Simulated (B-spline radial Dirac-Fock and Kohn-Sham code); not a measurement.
**Photoionisation of cerium ions at W Kα (59318.2 eV)**

The computed values come from a B-spline atomic structure program: the independent-particle Dirac-Slater model, thresholds from Dirac-Fock. Cross sections in kb; a dash marks an empty subshell or a threshold above the photon energy.

```
 ion      configuration  total   2p1/2   2p3/2     3d3/2     4d3/2     4f7/2
  Ce   [Xe] 4f1 5d1 6s2  2.167  0.0464  0.0617  0.000590  0.000127  3.37e-08
 Ce⁺       [Xe] 4f1 5d2  2.167  0.0465  0.0617  0.000590  0.000127  3.35e-08
Ce⁴⁺  [Kr] 4d10 5s2 5p6  2.167  0.0464  0.0616  0.000590  0.000130         –
```
